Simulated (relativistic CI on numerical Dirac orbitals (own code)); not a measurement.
## Line list: Electric-dipole lines, Sr¹³⁺

Computed by Dirac-Coulomb-Breit CI, orbitals from a KLI potential per configuration, model QED, unscaled Slater integrals (own radial code, finite nucleus).

CI space (outside the closed core [Ne]): 3s2 3p6 3d7, 3s2 3p5 3d8, 3s2 3p4 3d9, 3s 3p6 3d8, 3s2 3p6 3d6 4s, 3p6 3d9, 3s2 3p6 3d6 4p, 3s2 3p6 3d6 4d, 3s 3p5 3d9, 3s2 3p6 3d5 4s2, 3s2 3p6 3d6 4f, 3s2 3p6 3d5 4s 4p, 3s2 3p6 3d6 5s, 3s2 3p5 3d7 4s, 3s2 3p6 3d5 4p2, 3s2 3p6 3d6 5p, 3s2 3p6 3d5 4s 4d, 3s2 3p4 3d8 4s, 3s2 3p5 3d7 4p, 3s2 3p6 3d6 5d, 3s2 3p6 3d5 4p 4d, 3s2 3p4 3d8 4p, 3s2 3p6 3d6 5f, 3s2 3p6 3d6 5g, 3s2 3p6 3d6 6s, 3s2 3p5 3d6 4s2, 3s2 3p6 3d6 6p, 3s2 3p6 3d5 4d2, 3s2 3p6 3d6 6d, 3s 3p5 3d8 4s, 3s 3p6 3d7 4s, 3s 3p6 3d7 4p, 3s 3p6 3d6 4s2, 3p6 3d8 4s. Levels of other configurations are missing.

| λ vac (nm) | Lower | Upper | A (s⁻¹) | E lower (eV) | E upper (eV) |
| --- | --- | --- | --- | --- | --- |
| 6.1047 | 3s2 3p6 3d7 2H_11/2 [12] | 3s2 3p6 3d6 4p 2H°_11/2 [221] | 2.55e+11 | 8.649 | 211.744 |
| 7.9426 | 3s2 3p6 3d7 2H_9/2 [14] | 3s2 3p5 3d8 2G°_7/2 [61] | 7.19e+11 | 10.041 | 166.141 |
| 7.9585 | 3s2 3p6 3d7 2H_11/2 [12] | 3s2 3p5 3d8 2G°_9/2 [59] | 8.11e+11 | 8.649 | 164.436 |
| 8.0637 | 3s2 3p6 3d7 2F_7/2 [17] | 3s2 3p5 3d8 2D°_5/2 [62] | 5.06e+11 | 14.044 | 167.801 |
| 8.0641 | 3s2 3p6 3d7 2G_7/2 [9] | 3s2 3p5 3d8 2F°_5/2 [58] | 5.95e+11 | 7.524 | 161.272 |
| 8.1520 | 3s2 3p6 3d7 2G_9/2 [7] | 3s2 3p5 3d8 2F°_7/2 [55] | 3.96e+11 | 6.238 | 158.329 |
| 8.2501 | 3s2 3p6 3d7 2D_5/2 [19] | 3s2 3p5 3d8 2P°_3/2 [63] | 4.98e+11 | 20.878 | 171.161 |
| 8.3796 | 3s2 3p6 3d7 2G_9/2 [7] | 3s2 3p5 3d8 2F°_7/2 [54] | 1.76e+11 | 6.238 | 154.198 |
| 8.5082 | 3s2 3p6 3d7 4F_9/2 [1] | 3s2 3p5 3d8 4D°_7/2 [46] | 1.68e+11 | 0.000 | 145.723 |
| 8.5912 | 3s2 3p6 3d7 4F_7/2 [2] | 3s2 3p5 3d8 4D°_7/2 [46] | 1.16e+11 | 1.408 | 145.723 |
| 8.6699 | 3s2 3p6 3d7 4F_7/2 [2] | 3s2 3p5 3d8 4D°_5/2 [43] | 1.11e+11 | 1.408 | 144.414 |
| 8.6884 | 3s2 3p6 3d7 4F_5/2 [3] | 3s2 3p5 3d8 4D°_3/2 [44] | 1.79e+11 | 2.198 | 144.899 |
| 8.7180 | 3s2 3p6 3d7 4F_5/2 [3] | 3s2 3p5 3d8 4D°_5/2 [43] | 1.31e+11 | 2.198 | 144.414 |
| 8.7424 | 3s2 3p6 3d7 4F_7/2 [2] | 3s2 3p5 3d8 4D°_5/2 [42] | 1.08e+11 | 1.408 | 143.228 |
| 9.0240 | 3s2 3p6 3d7 4F_9/2 [1] | 3s2 3p5 3d8 4F°_7/2 [31] | 1.26e+11 | 0.000 | 137.395 |
| 9.2019 | 3s2 3p6 3d7 4F_9/2 [1] | 3s2 3p5 3d8 4F°_9/2 [28] | 1.70e+11 | 0.000 | 134.737 |
| 9.2497 | 3s2 3p6 3d7 2G_9/2 [7] | 3s2 3p5 3d8 2G°_9/2 [36] | 1.15e+11 | 6.238 | 140.279 |
| 9.2925 | 3s2 3p6 3d7 2G_7/2 [9] | 3s2 3p5 3d8 2G°_7/2 [38] | 1.20e+11 | 7.524 | 140.948 |
| 9.3419 | 3s2 3p6 3d7 2H_11/2 [12] | 3s2 3p5 3d8 2H°_11/2 [39] | 1.03e+11 | 8.649 | 141.367 |
| 12.605 | 3s2 3p5 3d8 4G°_11/2 [20] | 3s 3p6 3d8 4F_9/2 [294] | 9.37e+10 | 124.542 | 222.900 |

Terms are leading LS components. Brackets give the number of a level in order of energy, since labels repeat. The list gives strong lines, with weight on those to low levels, without lines whose two gauges differ by over a factor of 2.5, among the lowest 400 of 9977 levels, so that lines to higher ones, which can be the strongest, are missing. Levels whose partners in the same complex of configurations lie outside the list can be far off, and so can their lines. Rates are taken at the computed energies, electric ones in the length gauge.

At this charge energies of transitions that change n are usually good to better than 1 %, and those within a shell (Δn = 0) to a few per cent. Terms inside the open d or f shell come out 10 to 20 % too wide with unscaled integrals.

LS names give the leading component of a level, which can be under half, so a name can repeat, a term be missing and a line seem to break the LS rules.
